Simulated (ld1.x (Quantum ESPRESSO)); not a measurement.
u(r) = r·R(r): atom against pseudo-atom (oxygen (O))

Columns: radius, all-electron u(r) and pseudo u(r) of the 2s shell (level -31.34 eV) of oxygen in the configuration [He] 2s2 2p3.5; PBE, non-relativistic, RRKJ scheme, ld1.x (Quantum ESPRESSO) 7.5.

```
r (bohr)  all-electron   pseudo
   0.103        0.4299  -0.1062
   0.205        0.2357  -0.2188
   0.308       -0.1085  -0.3490
   0.410       -0.4269  -0.5043
   0.513       -0.6742  -0.6831
   0.615       -0.8391  -0.8391
   0.718       -0.9345  -0.9345
   0.820       -0.9733  -0.9733
   0.923       -0.9714  -0.9714
   1.025       -0.9412  -0.9412
   1.128       -0.8923  -0.8923
   1.230       -0.8329  -0.8329
   1.332       -0.7680  -0.7680
   1.435       -0.7008  -0.7008
   1.538       -0.6345  -0.6345
   1.640       -0.5714  -0.5714
   1.743       -0.5114  -0.5114
   1.845       -0.4563  -0.4563
   1.948       -0.4052  -0.4052
   2.050       -0.3591  -0.3591
   2.153       -0.3172  -0.3172
   2.255       -0.2798  -0.2798
   2.358       -0.2460  -0.2460
   2.460       -0.2163  -0.2163
   2.562       -0.1899  -0.1899
   2.665       -0.1663  -0.1663
```

Task: How many radial nodes do the two functions have?

Result: The all-electron 2s function has n − l − 1 = 1; the pseudo-wave has 0, since the states of the same l below it are removed with the core.

Task: At about which radius was the pseudo-wave matched?

Result: 0.65 bohr, where the columns begin to agree (steps of 0.10 bohr).

Task: Is the pseudo-wave norm-conserving?

Result: Yes: the RRKJ scheme keeps the norm inside the radius equal to the all-electron one, which fixes the energy derivative of the logarithmic derivative at the level.
